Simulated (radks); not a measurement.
Excited configurations of the palladium ion Pd18+: one electron is placed in a higher orbital outside [Ar] 3d9. The ground configuration is [Ar] 3d10. Calculated with a radial shooting solver on a logarithmic mesh with Libxc functionals: Dirac Kohn-Sham, PBE, spin-unpolarised, spherical densities, point nucleus; open shells are shared between the two j in proportion to 2j + 1. Excitation = E - E(ground); binding = E(ion) - E, where the ion is the core of charge +19; n* = 19/sqrt(2 binding) in atomic units. These energies are relativistic, and a one-electron ion of charge +19 with no core already has n* below n in this formula (Dirac formula, point nucleus, mean over j: 4p 3.995, 4d 3.998, 5s 4.992, 5f 4.999, 6p 5.995, 6d 5.997, 6f 5.998, 7s 6.991, 7p 6.995). The quantum defect is therefore taken as that value minus n*, so that it holds no relativistic shift of the bare ion. Eigenvalue and <r> are those of j = l + 1/2.

4p: excitation (eV) 359.51; binding (eV) 453.71; n* 3.290; quantum defect 0.705; eigenvalue (eV) -437.39; <r> (bohr) 0.8262
4d: excitation (eV) 423.93; binding (eV) 389.29; n* 3.552; quantum defect 0.446; eigenvalue (eV) -375.49; <r> (bohr) 0.8537
5s: excitation (eV) 528.86; binding (eV) 284.36; n* 4.156; quantum defect 0.836; eigenvalue (eV) -277.49; <r> (bohr) 1.377
5f: excitation (eV) 605.07; binding (eV) 208.15; n* 4.858; quantum defect 0.141; eigenvalue (eV) -201.80; <r> (bohr) 1.540
6p: excitation (eV) 638.65; binding (eV) 174.57; n* 5.304; quantum defect 0.691; eigenvalue (eV) -169.80; <r> (bohr) 2.191
6d: excitation (eV) 654.25; binding (eV) 158.98; n* 5.558; quantum defect 0.439; eigenvalue (eV) -154.88; <r> (bohr) 2.298
6f: excitation (eV) 669.28; binding (eV) 143.95; n* 5.841; quantum defect 0.157; eigenvalue (eV) -140.03; <r> (bohr) 2.375
7s: excitation (eV) 683.38; binding (eV) 129.85; n* 6.150; quantum defect 0.841; eigenvalue (eV) -126.88; <r> (bohr) 3.000
7p: excitation (eV) 689.47; binding (eV) 123.75; n* 6.300; quantum defect 0.695; eigenvalue (eV) -120.51; <r> (bohr) 3.106

The Delta-SCF ionisation energy is 813.22 eV (NIST Atomic Spectra Database: 810 eV, theoretical). Self-interaction in the functional shifts the binding energies and quantum defects, so they are the method's values and not measured ones. Spin polarisation and multiplet splitting are left out, so open shells lie too high by an amount that depends on their filling. Sharing an open shell by 2j + 1 raises it above the true ground level by a part of the spin-orbit splitting, which enters the differences from NIST.

Beside tabulated values, note that spin-unpolarised runs miss the spin-polarisation part of the exchange energy of open shells.
